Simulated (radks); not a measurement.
Results of a calculation; reference values are marked as such.
Cr7+, configuration [He] 2s2 2p5 3s2 3p6 (not the ground configuration). Code: a radial shooting solver on a logarithmic mesh with Libxc functionals. Model: scalar-relativistic Kohn-Sham, BLYP, spin-polarised, spherical densities, finite nucleus; open shells are filled with parallel spins first; Fermi nuclear charge, rms radius 3.6452 fm.

X-ray form factor f0, the Fourier transform of the density (f0(0) = 17):

sin(theta)/lambda (1/angstrom),f0 (electrons)
0.05,16.875
0.1,16.509
0.15,15.929
0.2,15.176
0.25,14.297
0.3,13.345
0.4,11.414
0.5,9.685
0.6,8.309
0.8,6.581
1,5.675
1.25,4.865
1.5,4.082
2,2.722
